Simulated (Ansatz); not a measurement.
CH$_{5}$Si (SMILES C[SiH2]), doublet, geometry from GFN2-xTB; SVWN5/cc-pVQZ (Ansatz, an electronic-structure program).

The Ansatz input:
Ansatz 0.2 input:
```yaml
crystal:
  periodic: [false, false, false]
  atoms:
    - {symbol: C, position_ang: [-1.19243168, -0.16784419, 0.12828578]}
    - {symbol: Si, position_ang: [0.66435470, 0.08504505, -0.14296576]}
    - {symbol: H, position_ang: [-1.77784666, 0.57243506, -0.41016203]}
    - {symbol: H, position_ang: [-1.51335466, -1.15062903, -0.20606812]}
    - {symbol: H, position_ang: [-1.44525161, -0.08155527, 1.18441817]}
    - {symbol: H, position_ang: [1.11180308, 1.43180120, 0.19041623]}
    - {symbol: H, position_ang: [1.47827415, -0.95561745, 0.47320178]}
basis:
  gaussian:
    orbitals: cc-pVQZ
hamiltonian:
  xc: {name: SVWN5}
magnetization: {spin_polarized: true, initial_magnetization: 1}
```

Write the output that Ansatz gives for this input, abridged.


```
Functional definition: SVWN5
789 factors; their error is unknown
mean field evaluation 1: about -8943.2690 eV, gradient 4.6e1 eV
mean field evaluation 2: about -8924.7126 eV, gradient 6.6e1 eV
mean field evaluation 4: about -8952.9009 eV, gradient 2.5e0 eV
mean field evaluation 8: about -8952.9492 eV, gradient 3.2e-2 eV
mean field evaluation 16: about -8952.9396 eV, gradient 5.7e-6 eV
mean field -8952.93956225 eV, -329.0144603922 hartree, gradient 5.8e-6 eV, S^2 0.751557; 0 other end points of the search recorded, 0 dependent functions left out
reference -8952.93960388 eV, -329.0144619220 hartree; 13, 12 occupied and 251, 252 virtual orbitals, 789 factors
Total energy: -8952.93960388 eV, -329.0144619220 hartree
```
